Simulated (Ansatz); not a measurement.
A structure relaxed at PBE-D4/def2-SVP in Ansatz, charge 1, doublet:

Cartesian coordinates in Å:
```
Ru 1.133 0.292 -0.997
Ru -0.322 1.480 0.660
Ru 0.803 -0.350 1.401
Ru -1.369 0.205 -0.902
Ru -0.245 -1.626 -0.161
```

Question: Give its formula and point group.

Answer: Ru₅⁺ (the lowest doublet isomer of a short search). Point group C4v (tolerance 0.1 Å).

Question: Summarise the bond lengths by kind (pairs closer than 1.2 times the sum of covalent radii, bridged metal pairs left out).

Answer: 10 × Ru–Ru 2.27 to 3.21 Å.

In the def2 sets Ru takes a core potential; there is no spin–orbit coupling. The relaxation made no stability test and no search for a lower SCF solution. No other spin state of charge 1 was run. The structure comes from a short search, and lower isomers may exist.
